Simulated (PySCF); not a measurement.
BFH6O2Si2, SMILES OB(O)[SiH2][SiH2]F. Atoms are numbered in the order given.

```xyz
12

Si    -1.7564    -0.0517     0.1636
F     -2.9788    -0.0788    -0.9202
Si     0.3264     0.0028    -0.9119
B      1.8055     0.0527     0.5082
O      2.3971    -1.0778     0.9812
O      2.2202     1.2167     1.0789
H     -1.9328     1.1587     1.0221
H     -1.8780    -1.2683     1.0219
H      0.3517     1.2220    -1.7850
H      0.4281    -1.2110    -1.7869
H      2.0962    -1.8839     0.5487
H      1.7974     2.0019     0.7154
```
Charge 0, spin multiplicity 1.

The structure is a stationary point at r2SCAN-D4/def2-SVP. The structure was generated by enumeration, and PubChem lists no compound with its InChIKey, so it may never have been made. Other conformers were not sampled.

Two levels are set side by side: PBE/pcSseg-1 (PySCF) and PBE0/pcSseg-1 (PySCF). GIAO shifts against BF3 (¹¹B), CFCl3 (¹⁹F), H2O (¹⁷O), TMS (²⁹Si), TMS (¹H) at the same level; non-relativistic, no solvent, atoms listed together averaged. Differences are taken from unrounded values.

```json
[
 {"quantity": "δ(²⁹Si) of Si1 (ppm)", "PBE0": "12.0"},
 {"quantity": "δ(¹⁹F) of F2 (ppm)", "PBE0": "-255.4"},
 {"quantity": "δ(²⁹Si) of Si3 (ppm)", "PBE0": "-119.5"},
 {"quantity": "δ(¹¹B) of B4 (ppm)", "PBE0": "19.7"},
 {"quantity": "δ(¹⁷O) of O5, O6 (ppm)", "PBE0": "182.8"},
 {"quantity": "δ(¹H) of H7, H8 (ppm)", "PBE0": "5.90"},
 {"quantity": "δ(¹H) of H9, H10 (ppm)", "PBE0": "3.52"},
 {"quantity": "δ(¹H) of H11, H12 (ppm)", "PBE0": "4.74"}
]
```

Task: What does PBE give, and how far is it from PBE0? (Estimate from the structure and the level; the computed values follow.)

Result: 
```json
[
 {"quantity": "δ(²⁹Si) of Si1 (ppm)", "PBE": "13.9", "PBE minus PBE0": "1.9"},
 {"quantity": "δ(¹⁹F) of F2 (ppm)", "PBE": "-276.2", "PBE minus PBE0": "-20.8"},
 {"quantity": "δ(²⁹Si) of Si3 (ppm)", "PBE": "-125.9", "PBE minus PBE0": "-6.3"},
 {"quantity": "δ(¹¹B) of B4 (ppm)", "PBE": "18.2", "PBE minus PBE0": "-1.5"},
 {"quantity": "δ(¹⁷O) of O5, O6 (ppm)", "PBE": "196.3", "PBE minus PBE0": "13.5"},
 {"quantity": "δ(¹H) of H7, H8 (ppm)", "PBE": "6.14", "PBE minus PBE0": "0.24"},
 {"quantity": "δ(¹H) of H9, H10 (ppm)", "PBE": "3.56", "PBE minus PBE0": "0.04"},
 {"quantity": "δ(¹H) of H11, H12 (ppm)", "PBE": "4.82", "PBE minus PBE0": "0.09"}
]
```

Rough cost on one machine, each run with all the roots and properties that it gave: PBE0 against PBE within a factor of 2.
